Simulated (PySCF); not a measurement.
Gas-phase reaction: 2 SnH2 + O2 = 2 SnO + 4 H

Method: PySCF energies plus ideal-gas RRHO corrections (1 bar). † marks an energy on the PBE0/def2-TZVP geometry and frequencies. CCSD(T) freezes the core. Open shells (unrestricted): O2 (multiplicity 3), H (multiplicity 2); the rest are closed-shell singlets. B3LYP is the form with VWN-RPA correlation. Sn: scalar-relativistic def2 core potential, no spin-orbit coupling. SnH2: computed as isolated molecules; such fragments, hydroxides, amides, oligomers or adducts are transient or little studied in the gas. CCSD(T) isn't extrapolated to the basis-set limit; its ΔH°(298 K) is 475.6 kJ in def2-SVP and 445.3 kJ in def2-TZVPP. The harmonic model lacks anharmonicity and excited electronic states, which grow with temperature; levels with a mode under 35 cm⁻¹ are left out. Warning, large T1 diagnostic: SnO (CCSD(T)/def2-SVP†).

ΔH° and ΔS° at 298 K: B3LYP/def2-TZVP† 492 kJ, 259 J/K; CCSD(T)/def2-SVP† 476 kJ, 259 J/K; M06-2X/def2-TZVP† 484 kJ, 259 J/K.

With the heat capacities included, give log10 K (1 bar) at 800, 1200, 1400, 1800, 2000 K from B3LYP/def2-TZVP†, CCSD(T)/def2-SVP†, M06-2X/def2-TZVP†.


```json
[
 {"T (K)": "800", "B3LYP/def2-TZVP†": "-17.9", "CCSD(T)/def2-SVP†": "-16.8", "M06-2X/def2-TZVP†": "-17.3"},
 {"T (K)": "1200", "B3LYP/def2-TZVP†": "-6.7", "CCSD(T)/def2-SVP†": "-6.0", "M06-2X/def2-TZVP†": "-6.3"},
 {"T (K)": "1400", "B3LYP/def2-TZVP†": "-3.5", "CCSD(T)/def2-SVP†": "-2.9", "M06-2X/def2-TZVP†": "-3.2"},
 {"T (K)": "1800", "B3LYP/def2-TZVP†": "0.9", "CCSD(T)/def2-SVP†": "1.3", "M06-2X/def2-TZVP†": "1.1"},
 {"T (K)": "2000", "B3LYP/def2-TZVP†": "2.4", "CCSD(T)/def2-SVP†": "2.8", "M06-2X/def2-TZVP†": "2.6"}
]
```
